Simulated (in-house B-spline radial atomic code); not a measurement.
**Ionising the scandium ion Sc⁷⁺ with different functionals**

Computed with an all-electron radial atomic-structure program (B-spline basis): non-relativistic Hamiltonian, point nucleus, spin-polarised at highest spin, spherical fractional occupations for the functionals, the average over the highest-spin determinants for Hartree-Fock. The ionisation energy is the difference of two self-consistent energies, [Ne] 3s2 3p2 → [Ne] 3s2 3p1, without Breit or QED terms; ε is the level of the shell that loses the electron (its least bound occupied spin orbital).

Hybrids are left out here: with spherical fractional occupations of an open shell their exact exchange keeps a self-interaction that integer-occupation calculations don't have.

```csv
method,rung,ΔSCF (eV),-ε(3p) (eV)
Hartree-Fock,Hartree-Fock,?,?
LDA VWN5,LDA,158.29,147.41
LDA PW92,LDA,158.28,147.40
LDA exchange-only,LDA,156.75,145.93
PBE,GGA,158.30,147.50
PBEsol,GGA,158.20,147.38
BLYP,GGA,158.24,147.35
RPBE,GGA,158.29,147.51
PW91,GGA,158.45,147.63
BP86,GGA,158.37,147.54
AM05,GGA,158.17,147.33
OLYP,GGA,158.71,147.93
TPSS,meta-GGA,158.45,147.73
SCAN,meta-GGA,158.67,148.17
r2SCAN,meta-GGA,?,?
M06-L,meta-GGA,158.46,148.10
revTPSS,meta-GGA,158.33,147.62
```

Problem. What does r2SCAN give?

Solution. ΔSCF 158.59 eV, and -ε(3p) = 148.10 eV.

Problem. What does Hartree-Fock give?

Solution. ΔSCF 157.20 eV, and -ε(3p) = 157.62 eV.

Problem. How do they compare with the NIST value?

Solution. NIST lists 158.1 eV ± 0.25 (semi-empirical, ground level to ground level). Errors run from -1.33 to +0.63 eV; AM05 is closest (+0.09 eV), though others lie within the uncertainty of it, and part of that can be cancellation, since the calculations leave out relativity, Breit-QED terms, multiplet and fine-structure energies. Hartree-Fock also lacks correlation.
